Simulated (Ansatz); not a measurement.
Steps of a relaxation of C₂H₅BS, SMILES `CBC=S` with RKS PBE0-D4/def2-TZVP.

```sh
$ ansatz run in.yaml --threads 2 --pin off --events-out ev --progress --plain --max-ram 4352MiB
```

```yaml
crystal:
  periodic: [false, false, false]
  atoms:
    - {symbol: C, position_ang: [-1.076446, 0.404900, -0.404609]}
    - {symbol: B, position_ang: [0.015302, -0.495348, 0.301946]}
    - {symbol: C, position_ang: [1.469105, -0.045863, 0.531595]}
    - {symbol: S, position_ang: [2.033150, -0.740029, -0.850006]}
    - {symbol: H, position_ang: [-0.666789, 1.265908, -0.967448]}
    - {symbol: H, position_ang: [-1.740667, 0.810136, 0.393849]}
    - {symbol: H, position_ang: [-1.729952, -0.190581, -1.073799]}
    - {symbol: H, position_ang: [-0.305990, -1.569229, 0.794135]}
    - {symbol: H, position_ang: [2.090788, 0.513805, 1.257337]}
basis:
  gaussian: {orbitals: def2-TZVP}
hamiltonian: {xc: pbe0, dispersion: d4}
relax: {f_tol: 0.005, max_steps: 150}
```

Positions (Å) and forces (eV/Å) along the path, 10 of 10 steps:

```xyz
9
step=1 energy=-13660.2272 eV
C    -1.076    0.405   -0.405   -0.166    0.125   -0.072
B     0.015   -0.495    0.302   -0.173   -0.178    0.172
C     1.469   -0.046    0.532    0.400   -0.151   -0.442
S     2.033   -0.740   -0.850   -0.302    0.399    0.792
H    -0.667    1.266   -0.967   -0.188   -0.405    0.253
H    -1.741    0.810    0.394    0.303   -0.186   -0.359
H    -1.730   -0.191   -1.074    0.321    0.293    0.310
H    -0.306   -1.569    0.794    0.169    0.435   -0.218
H     2.091    0.514    1.257   -0.363   -0.331   -0.434
9
step=2 energy=-13660.2635 eV
C    -1.070    0.403   -0.399   -0.059    0.041    0.004
B     0.009   -0.492    0.313   -0.075   -0.076    0.008
C     1.459   -0.044    0.526    0.210   -0.166   -0.313
S     2.018   -0.739   -0.843   -0.135    0.218    0.403
H    -0.659    1.255   -0.952   -0.046   -0.115    0.077
H    -1.736    0.803    0.385    0.084   -0.052   -0.108
H    -1.709   -0.184   -1.070    0.090    0.078    0.092
H    -0.298   -1.560    0.786    0.041    0.151   -0.044
H     2.075    0.511    1.238   -0.110   -0.079   -0.118
9
step=3 energy=-13660.2679 eV
C    -1.066    0.402   -0.396    0.025   -0.006   -0.007
B     0.007   -0.501    0.305   -0.013    0.027    0.111
C     1.456   -0.057    0.523   -0.008    0.082   -0.132
S     2.023   -0.730   -0.838    0.010   -0.042    0.016
H    -0.651    1.250   -0.942    0.010    0.023   -0.016
H    -1.727    0.799    0.385   -0.009    0.001    0.020
H    -1.705   -0.176   -1.068   -0.020   -0.014   -0.020
H    -0.303   -1.553    0.792   -0.002   -0.051   -0.032
H     2.056    0.520    1.222    0.007   -0.019    0.060
9
step=4 energy=-13660.2680 eV
C    -1.067    0.402   -0.395    0.038   -0.013   -0.017
B     0.007   -0.503    0.304   -0.028    0.037    0.117
C     1.456   -0.057    0.521   -0.022    0.083   -0.107
S     2.027   -0.738   -0.835    0.016   -0.038    0.004
H    -0.651    1.251   -0.939    0.006    0.024   -0.017
H    -1.728    0.799    0.387   -0.004   -0.004    0.023
H    -1.705   -0.174   -1.067   -0.024   -0.013   -0.023
H    -0.302   -1.554    0.789   -0.004   -0.057   -0.030
H     2.050    0.526    1.218    0.023   -0.020    0.050
9
step=5 energy=-13660.2682 eV
C    -1.069    0.402   -0.396    0.015   -0.028   -0.020
B     0.006   -0.494    0.310   -0.025    0.067   -0.002
C     1.454   -0.040    0.513    0.035   -0.103    0.105
S     2.024   -0.741   -0.830    0.036   -0.003   -0.101
H    -0.657    1.252   -0.942    0.012    0.030   -0.016
H    -1.731    0.797    0.384   -0.025    0.014    0.032
H    -1.705   -0.178   -1.068   -0.026   -0.016   -0.023
H    -0.297   -1.552    0.786   -0.001   -0.019    0.026
H     2.063    0.508    1.227   -0.021    0.057   -0.002
9
step=6 energy=-13660.2696 eV
C    -1.068    0.403   -0.396    0.014   -0.006   -0.003
B     0.006   -0.496    0.311   -0.033    0.010    0.012
C     1.456   -0.050    0.516    0.014   -0.009   -0.014
S     2.027   -0.744   -0.833    0.017    0.011    0.005
H    -0.654    1.254   -0.940   -0.003   -0.001    0.001
H    -1.732    0.798    0.386   -0.001   -0.001    0.002
H    -1.705   -0.176   -1.069    0.000    0.000    0.001
H    -0.298   -1.556    0.785   -0.003    0.000    0.003
H     2.056    0.520    1.222   -0.004   -0.005   -0.006
9
step=7 energy=-13660.2697 eV
C    -1.068    0.403   -0.395    0.011   -0.004   -0.003
B     0.005   -0.496    0.311   -0.021    0.010    0.014
C     1.457   -0.051    0.515   -0.003   -0.007   -0.016
S     2.030   -0.743   -0.834    0.018    0.005   -0.001
H    -0.654    1.254   -0.939   -0.001    0.001    0.000
H    -1.732    0.798    0.386   -0.002   -0.001    0.002
H    -1.704   -0.176   -1.069   -0.001   -0.001    0.000
H    -0.300   -1.555    0.786   -0.003   -0.001    0.002
H     2.055    0.520    1.222    0.002   -0.002    0.000
9
step=8 energy=-13660.2700 eV
C    -1.069    0.403   -0.395   -0.005    0.003    0.001
B     0.002   -0.494    0.315    0.023    0.005    0.008
C     1.458   -0.054    0.510   -0.047   -0.010   -0.014
S     2.043   -0.741   -0.836    0.013   -0.003   -0.006
H    -0.655    1.255   -0.938    0.003    0.001    0.000
H    -1.734    0.797    0.386   -0.001   -0.001    0.000
H    -1.704   -0.176   -1.068   -0.002   -0.002   -0.001
H    -0.304   -1.553    0.790    0.001    0.001    0.001
H     2.052    0.517    1.220    0.015    0.006    0.013
9
step=9 energy=-13660.2701 eV
C    -1.069    0.404   -0.395   -0.005    0.002    0.001
B     0.001   -0.493    0.316    0.017    0.003    0.004
C     1.458   -0.055    0.507   -0.026   -0.005   -0.007
S     2.049   -0.740   -0.837    0.005   -0.003   -0.004
H    -0.656    1.255   -0.938    0.002    0.001   -0.001
H    -1.735    0.797    0.386    0.000    0.000   -0.001
H    -1.704   -0.177   -1.068   -0.001   -0.001   -0.001
H    -0.306   -1.551    0.792    0.000    0.000    0.001
H     2.051    0.514    1.220    0.008    0.003    0.007
9
step=10 energy=-13660.2701 eV
C    -1.070    0.404   -0.395   -0.001    0.000    0.000
B     0.001   -0.492    0.316    0.001    0.000    0.000
C     1.458   -0.055    0.507    0.000    0.000   -0.001
S     2.050   -0.739   -0.838    0.000    0.000    0.000
H    -0.656    1.255   -0.939    0.000    0.000    0.000
H    -1.736    0.797    0.385    0.000    0.000    0.000
H    -1.705   -0.177   -1.068    0.001    0.000    0.000
H    -0.305   -1.550    0.793   -0.001    0.000    0.000
H     2.051    0.512    1.221    0.000    0.000    0.001
```

Run time 28 s (2 threads of an Arm Neoverse V2 on a shared host); peak host memory 0.32 GiB.
